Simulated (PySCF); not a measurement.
**Excitation energy of Ti²⁺ by level of theory**

Ti²⁺ [Ar] 3d2 (3F) → Ti²⁺ [Ar] 3d1 4p1 (high-spin determinant), as a difference of total energies. All numbers are calculated (PySCF 2.14, no relativity, point nucleus, in def2-TZVPPD (6s6p4d2f1g, 67 functions)). Correlated levels: valence: [Ar] frozen; valence and next inner shell: [Ne] frozen. The calculations carry no spin-orbit coupling.

| method | excitation energy (eV) |
| --- | --- |
| UHF | 9.362 |
| LDA | 9.576 |
| PBE | 9.510 |
| PBE0 | 9.632 |
| r2SCAN | 9.830 |
| r2SCAN0 | 9.868 |
| B3LYP | 9.599 |
| PBEsol | 9.533 |
| BHandHLYP | 9.697 |
| MP2 (valence) | 9.425 |
| SCS-MP2 (valence) | 9.383 |
| MP2 (valence and next inner shell) | 9.466 |
| SCS-MP2 (valence and next inner shell) | 9.460 |

Q: How much does correlation contribute at MP2 (valence and next inner shell)?

A: 9.466 − (9.362) = 0.104 eV, measured against UHF.

A first-order spin-orbit estimate (lowest level to lowest level, LS coupling) adds -0.017 eV.

The determinant of the upper state mixes LS terms, which raises its energy above the lowest term, most at the Hartree-Fock and MP2 levels.
